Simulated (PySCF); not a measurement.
Predicted microwave data (PBE0/pcSseg-1 in PySCF (dipole) on a GFN2-xTB geometry, gas phase) for one isomer of C5H12N2Si:

| Property | Result |
| --- | --- |
| Rotational constants | A = 3140, B = 1130, C = 896.8 MHz |
| Dipole components | \|μa\| = 1.37 D, \|μb\| = 1.68 D, \|μc\| = 0.33 D |
| Inertial defect | -44.80 u·Å² |
| κ | -0.79 |

Question: Which candidate fits, each taken in the one conformer that was computed?
A. `[H]/[N:8]=[CH:7]/[C@H:5]([N:3]([CH:2]=[CH2:1])[SiH3:4])[CH3:6]` with C1–C2–N3–Si4 172°, C2–N3–C5–C6 73°, N3–C5–C7–N8 156°
B. `[CH3:1]/[C:2](=[N:3]\[NH:4][SiH3:5])[CH:6]1[CH2:7][CH2:8]1` with C2–N3–N4–Si5 -170°, C1–C2–C6–C7 147°
C. `[CH3:1][SiH:2]([CH3:3])[N:4]1[CH2:5][CH2:6][CH:7]=[N:8]1` with C1–Si2–N4–C5 47°
D. `CC1=NN([SiH3])C[C@H]1C`
E. `[H]/[N:1]=[CH:2]\[C@@H:3]1[CH2:4][CH2:5][N:6]([SiH3:7])[CH2:8]1` with N1–C2–C3–C4 -124°, C2–C3–C4–C5 -101°, C3–C4–C5–N6 -36°, C4–C5–N6–Si7 -158°, C5–N6–C8–C3 -30°

Answer: D. It is CC1=NN([SiH3])C[C@H]1C, an asymmetric top, point group C1. The candidates at the same level (rigid rotor, commonest isotopes):

| SMILES | A (MHz) | B (MHz) | C (MHz) | μa (D) | μb (D) | μc (D) | Δ (u·Å²) | point group | rotor |
| --- | --- | --- | --- | --- | --- | --- | --- | --- | --- |
| C/C(=N\N[SiH3])C1CC1 | 2841 | 924.2 | 747.8 | 0.23 | 1.94 | 0.15 | -48.91 | C1 | asymmetric top |
| C[SiH](C)N1CCC=N1 | 3147 | 1191 | 926.7 | 0.77 | 1.75 | 0.24 | -39.42 | C1 | asymmetric top |
| [H]/N=C/[C@@H](C)N([SiH3])C=C | 2443 | 1215 | 1013 | 1.11 | 0.15 | 1.25 | -123.77 | C1 | asymmetric top |
| CC1=NN([SiH3])C[C@H]1C | 3140 | 1130 | 896.8 | 1.37 | 1.68 | 0.33 | -44.80 | C1 | asymmetric top |
| [H]/N=C\[C@@H]1CCN([SiH3])C1 | 4433 | 877.1 | 788.7 | 1.34 | 0.82 | 1.17 | -49.43 | C1 | near-prolate asymmetric top |

`C/C(=N\N[SiH3])C1CC1` has B 18 % too low; `[H]/N=C/[C@@H](C)N([SiH3])C=C` has A 22 % too low; `C[SiH](C)N1CCC=N1` has B 5 % too high; `[H]/N=C\[C@@H]1CCN([SiH3])C1` has A 41 % too high. No structure here is proved a minimum.
